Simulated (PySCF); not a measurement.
Electron correlation in Pt³⁺ (platinum, charge +3)

Starting occupation: [Xe] 4f14 5d7, 5d3/2 with m_j = -3/2, -1/2, +1/2, +3/2, 5d5/2 with m_j = +1/2, +3/2, +5/2. All numbers are calculated (PySCF 2.14, X2C-1e with screened-nucleus spin-orbit coupling, Gaussian nucleus, in x2c-QZVPPall-2c (16s16p12d7f2g, 191 functions)). Frozen: [Kr] 4d10 4f14; 15 electrons correlated; the 58 highest virtual spinors left out.

MP2 pair energies summed by pair of shells (mhartree):

```json
{"pair": "5d-5p", "energy": "-164.69", "share (%)": "39.0"}
{"pair": "5d-5d", "energy": "-143.16", "share (%)": "33.9"}
{"pair": "5p-5p", "energy": "-55.87", "share (%)": "13.2"}
{"pair": "5p-5s", "energy": "-28.01", "share (%)": "6.6"}
{"pair": "5d-5s", "energy": "-25.83", "share (%)": "6.1"}
{"pair": "5s-5s", "energy": "-4.28", "share (%)": "1.0"}
```

Total MP2 correlation energy: -421.86 mhartree.

The GHF reference relaxed away from the jj start to a determinant that is no pure jj level (⟨S²⟩ = 3.50, ⟨J²⟩ = 24.76); the energies belong to that determinant.

This basis was not built for core-valence correlation, so the inner-shell part is incomplete.
